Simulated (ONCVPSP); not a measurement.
# Pseudopotential generation for Al: ONCV, Wu-Cohen, scalar-relativistic.

```json
{
 "Element": "aluminium",
 "Generator": "ONCVPSP 4.0.1",
 "Type": "optimised norm-conserving Vanderbilt (ONCV)",
 "Functional": "Wu-Cohen",
 "Relativity": "scalar-relativistic",
 "Frozen core": "[He]",
 "Valence charge": "11",
 "Reference configuration": "2s2 2p6 3s2 (charge +1)",
 "Partial waves": "2s+3s: rc 1.20 bohr, ncon 4, nbas 9, qcut 12.8 1/bohr, 2 projectors; 2p: rc 0.95 bohr, ncon 3, nbas 7, qcut 11.5 1/bohr, 2 projectors, debl 2.6 Ha",
 "Local potential": "polynomial inside 0.70 bohr (lpopt 5, dvloc0 0 Ha)",
 "Core correction": "none"
}
```

In the p channel the program set the typed energies aside and used -2.867, 0.250 Ha.

All-electron outer shells of the reference configuration (Wu-Cohen, scalar-relativistic, ld1.x):

| shell | level (eV) | outermost node (bohr) | outermost maximum (bohr) |
| --- | --- | --- | --- |
| 1s | -1518.44 | – | 0.08 |
| 2s | -116.29 | 0.16 | 0.50 |
| 2p | -78.03 | – | 0.43 |
| 3s | -14.80 | 0.80 | 2.01 |

Task: Estimate the cutoffs (Ha) at which the residual kinetic energy of the hardest occupied pseudo-wave falls to 1 and 0.1 mHa per electron.

Result: 63 Ha and 181 Ha.

Task: What does a ghost test show?

Result: No bound ghost flagged; no localised positive-energy state flagged.

Task: Which valence shell sets the plane-wave cutoff?

Result: 2p: 63 Ha for 1 mHa per electron, against 27 Ha for 2s.

Task: Tests: 2s2 2p6 3s2 3p1; 2s2 2p6 3s1; 2s2 2p6 3s0; 2s2 2p6 3s2 3p0.5. Which has the largest error in its energy relative to the reference configuration, and how large is it?

Result: 2s2 2p6 3s0, with -5.8 meV (all-electron minus pseudo) on +47.33 eV.
